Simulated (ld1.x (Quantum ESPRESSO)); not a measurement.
# Pseudopotential generation for tungsten (W): RRKJ, PBE, scalar-relativistic.

- Element: W
- Generator: ld1.x (Quantum ESPRESSO) 7.5
- Type: norm-conserving RRKJ (Kleinman–Bylander form)
- Functional: PBE
- Relativity: scalar-relativistic
- Frozen core: [Kr] 4d10 4f14
- Valence charge: 14
- Reference configuration: 5s2 5p6 5d4 6s1.5 6p0 (charge +0.5)
- Partial waves: 5s (bound): rc 1.94 bohr; 5p (bound): rc 1.55 bohr; 5d (bound): rc 1.50 bohr; 5f channel at 0.15 Ry: rc 1.35 bohr
- Local potential: the f channel
- Core correction: none
- rho0: 0.005

Occupied shells without a wave of their own: 6s. They enter only through the test configuration that unscreens the potential.

All-electron outer shells of the reference configuration (PBE, scalar-relativistic, ld1.x):

| shell | level (eV) | outermost node (bohr) | outermost maximum (bohr) |
| --- | --- | --- | --- |
| 5s | -82.67 | 0.53 | 0.96 |
| 5p | -46.81 | 0.57 | 1.09 |
| 4f | -36.79 | – | 0.43 |
| 6s | -8.86 | 1.28 | 2.61 |
| 5d | -7.98 | 0.63 | 1.49 |
| 6p | -3.97 | 1.53 | 3.52 |

Does the generator finish with these settings?

Yes, a potential is produced.

Estimate the cutoffs (Ry, on a coarse ladder) from which the occupation-weighted sum of valence levels, in a spherical-Bessel basis at the reference potential, stays within 10 and 1 mRy of its value at 400 Ry.

140 Ry and 230 Ry. The cutoffs count occupied waves only; the empty 6p level needs 300 Ry at the loose tolerance.

Does the potential have ghost states?

Ghost states, extra bound levels that the all-electron valence spectrum of the same l lacks: s at -2178.5 eV, p at -1454.3 eV, s at -661.4 eV, d at -584.5 eV, p at -14.5 eV. A true bound ghost makes a file unfit for plane-wave use.

Which valence shell sets the plane-wave cutoff?

6s: its level needs 230 Ry to come within 1 mRy, against 70 Ry for 5d.

Its largest configuration-test error is +1951 meV (5s2 5p6 5d3 6s0 6p0), which is poor. 1 of 7 tests not solved or not reliable. Not counted: 5s2 5p6 5d4 6s0 6p1 (solver errors, printed error -1201 eV).
